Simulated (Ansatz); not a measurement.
Cartesian coordinates in Å:
```
C -0.018 1.481 -1.520
Si -0.577 0.656 0.045
O -0.024 1.557 1.315
Si 0.297 -1.509 0.265
O 0.287 -1.870 1.853
F 1.783 -1.644 -0.300
F -0.523 -2.610 -0.547
H 1.071 1.517 -1.575
H -0.390 0.938 -2.393
H -0.402 2.503 -1.565
H -2.063 0.535 0.073
H -0.067 1.158 2.186
H 0.626 -2.712 2.163
```

Charge 0, multiplicity 1.

(1) List the PBE0/def2-TZVPP orbital energies in eV (Ansatz). (Best estimate.)

Answers

(1) Ansatz gave: Occupied: -1804.41, -1803.06, -673.89, -673.87, -523.26, -522.84, -277.98, -146.48, -145.32, -101.19, -101.18, -101.10, -100.01, -99.97, -99.95, -33.57, -33.02, -28.73, -28.25, -19.92, -16.69, -15.53, -14.88, -13.96, -13.57, -12.90, -12.72, -12.32, -11.91, -11.75, -11.48, -10.96, -10.64, -10.42, -10.11, -9.03, -8.15. Lowest empty: -0.33, 0.17, 0.83, 1.53, 2.07, 2.45, 2.63, 2.83.
